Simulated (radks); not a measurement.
Q: Ta22+, 51 electrons, occupied as [Kr] 4d10 4f5. Calculated with a radial shooting solver on a logarithmic mesh with Libxc functionals: Dirac Kohn-Sham, PBEsol, spin-unpolarised, spherical densities, finite nucleus; open shells fill j = l - 1/2 first; Fermi nuclear charge, rms radius 5.3507 fm. Some entries of the table are withheld. Estimate them.

| orbital | occ. | eigenvalue (eV) | r(max) (bohr) |
|---|---|---|---|
| 1s1/2 | 2 | -67865.56 | 0.01168 |
| 2s1/2 | 2 | -12181.58 | 0.06708 |
| 2p1/2 | 2 | (1) | 0.04993 |
| 2p3/2 | 4 | (2) | 0.05667 |
| 3s1/2 | 2 | -3284.797 | 0.1890 |
| 3p1/2 | 2 | -3058.456 | 0.1770 |
| 3p3/2 | 4 | -2784.524 | 0.1908 |
| 3d3/2 | 4 | -2401.378 | 0.1497 |
| 3d5/2 | 6 | -2341.769 | 0.1535 |
| 4s1/2 | 2 | -1141.967 | 0.4230 |
| 4p1/2 | 2 | -1047.285 | (3) |
| 4p3/2 | 4 | -977.4670 | (4) |
| 4d3/2 | 4 | -820.6781 | (5) |
| 4d5/2 | 6 | -806.8689 | (6) |
| 4f5/2 | 5 | -610.3674 | 0.3943 |
| 4f7/2 | 0 | -607.1840 | 0.3975 |
| 5s1/2 | 0 | -547.5874 | 0.8432 |
| 5p1/2 | 0 | -508.7380 | (7) |
| 5p3/2 | 0 | -486.5685 | (8) |

A: 
(1) 2p1/2 eigenvalue (eV): -11672.71
(2) 2p3/2 eigenvalue (eV): -10403.66
(3) 4p1/2 r(max) (bohr): 0.4217
(4) 4p3/2 r(max) (bohr): 0.4484
(5) 4d3/2 r(max) (bohr): 0.4404
(6) 4d5/2 r(max) (bohr): 0.4483
(7) 5p1/2 r(max) (bohr): 0.8661
(8) 5p3/2 r(max) (bohr): 0.9096
